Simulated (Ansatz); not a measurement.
`Cl[SiH2][SnH3]` at its PBE0-D4/def2-TZVP geometry, where that method's forces vanish. Total charge 0; spin multiplicity 1. Sn takes the def2 core potential.

```xyz
8

Cl    2.3385   -0.2149    1.3549
Si    1.0090   -0.7795   -0.1202
Sn   -1.0748    0.7083    0.0029
H     1.7036   -0.6453   -1.4252
H     0.6769   -2.2096    0.0991
H    -0.6378    2.3423   -0.2132
H    -2.1847    0.2697   -1.2191
H    -1.8307    0.5290    1.5208
```

Q: What forces (eV/Å) does ωB97M-V/def2-TZVPP give on these atoms in Ansatz 0.2.0? (An estimate is asked.)

A: The calculation gave: 
```
Cl1  0.027  0.024  0.043
Si2 -0.091 -0.105 -0.169
Sn3  0.010 -0.006  0.001
H4  -0.086 -0.017  0.156
H5   0.038  0.173 -0.029
H6  -0.028 -0.111  0.016
H7   0.077  0.029  0.084
H8   0.053  0.013 -0.102
```
